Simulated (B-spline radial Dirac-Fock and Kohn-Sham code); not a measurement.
These are calculated numbers from a radial atomic solver; the model is relaxed Dirac-Fock hole states (ΔSCF) with Breit and QED corrections and a finite nucleus. No correlation.

Question: An atom or ion in its tabulated ground configuration has these computed binding energies (the last is its least bound level). Which is it?

| level | binding energy (eV) |
| --- | --- |
| 2p1/2 | 7531.7 |
| 2p3/2 | 7224.3 |
| 3s | 3184.4 |

Answer: I⁴²⁺: Z = 53 with 11 electrons, [Ne] 3s1.

Question: Identify the element and charge state from the binding energies below (tabulated ground configuration; the least bound level is included).

| level | binding energy (eV) |
| --- | --- |
| L1 | 14930.3 |
| L2 | 14304.4 |
| L3 | 12488.8 |
| M3 | 3308.1 |
| N4 | 886.9 |
| N5 | 867.7 |
| N6,7 | 613.8 |

Answer: Au²¹⁺: Z = 79 with 58 electrons, [Kr] 4d10 4f12.
